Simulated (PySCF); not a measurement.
Predicted microwave data (wB97X-D/def2-SVPD in PySCF (dipole) on a GFN2-xTB geometry, gas phase) for one isomer of C5H7FSi:

```
Rotational constants : A = 2699, B = 1635, C = 1185 MHz
Dipole components    : |μa| = 1.02 D, |μb| = 1.20 D, |μc| = 1.03 D
Inertial defect      : -69.98 u·Å²
κ                    : -0.41
```

Question: Which candidate fits, each taken in the one conformer that was computed?
A. `CC1=C(F)C=C[SiH2]1`
B. `[CH:1]#[C:2][C@@H:3]1[CH2:4][SiH2:5][C@@H:6]1[F:7]` with C2–C3–C4–Si5 -102°, C3–C4–Si5–C6 -13°, C4–Si5–C6–F7 132°, C2–C3–C6–Si5 101°
C. `[Si@H]1(C)C=CC=C1F`
D. `[CH:1]#[C:2][Si@@H:3]1[CH2:4][C@@H:5]1[CH2:6][F:7]` with C4–C5–C6–F7 -162°

Answer: D. It is C#C[Si@@H]1C[C@@H]1CF, an asymmetric top, point group C1. The candidates at the same level (rigid rotor, commonest isotopes):

```json
{"SMILES": "C#C[Si@@H]1C[C@@H]1CF", "A (MHz)": "2699", "B (MHz)": "1635", "C (MHz)": "1185", "μa (D)": "1.02", "μb (D)": "1.20", "μc (D)": "1.03", "Δ (u·Å²)": "-69.98", "point group": "C1", "rotor": "asymmetric top"}
{"SMILES": "CC1=C(F)C=C[SiH2]1", "A (MHz)": "3068", "B (MHz)": "2201", "C (MHz)": "1312", "μa (D)": "1.37", "μb (D)": "0.41", "μc (D)": "0.00", "Δ (u·Å²)": "-9.08", "point group": "Cs", "rotor": "asymmetric top"}
{"SMILES": "C#C[C@@H]1C[SiH2][C@@H]1F", "A (MHz)": "3098", "B (MHz)": "1914", "C (MHz)": "1459", "μa (D)": "1.42", "μb (D)": "1.64", "μc (D)": "0.71", "Δ (u·Å²)": "-80.75", "point group": "C1", "rotor": "asymmetric top"}
{"SMILES": "C[Si@H]1C=CC=C1F", "A (MHz)": "2655", "B (MHz)": "2277", "C (MHz)": "1374", "μa (D)": "1.17", "μb (D)": "1.10", "μc (D)": "0.41", "Δ (u·Å²)": "-44.46", "point group": "C1", "rotor": "asymmetric top"}
```

`CC1=C(F)C=C[SiH2]1` has B 35 % too high; `C[Si@H]1C=CC=C1F` has B 39 % too high; `C#C[C@@H]1C[SiH2][C@@H]1F` has C 23 % too high. No structure here is proved a minimum.
